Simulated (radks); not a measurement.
Coherent X-ray form factor from a spherical all-electron density. Calculated with a radial shooting solver on a logarithmic mesh with Libxc functionals: scalar-relativistic Kohn-Sham, XLYP, spin-unpolarised, spherical densities, finite nucleus; Fermi nuclear charge, rms radius of each element as measured or else 0.836 A^(1/3) + 0.57 fm.

sin(theta)/lambda (1/angstrom)  f0 (electrons)
0.05                                    20.489
0.1                                     19.216
0.15                                    17.653
0.2                                     16.080
0.25                                    14.588
0.3                                     13.206
0.4                                     10.868
0.5                                      9.168
0.6                                      8.021
0.8                                      6.672
1                                        5.740
1.25                                     4.647
1.5                                      3.656
2                                        2.294

The species is in the configuration that NIST lists as its ground one. Which atom or ion scatters so?

Answer. The titanium ion Ti+, [Ar] 3d2 4s1. Extrapolating in s^2 from the first two rows gives f0(0) = 20.9, near the electron count 21; among species with that count, the fall with angle is slower the higher Z, and the table is that of Z = 22; from so few rows the species is fixed only to a neighbour or two.
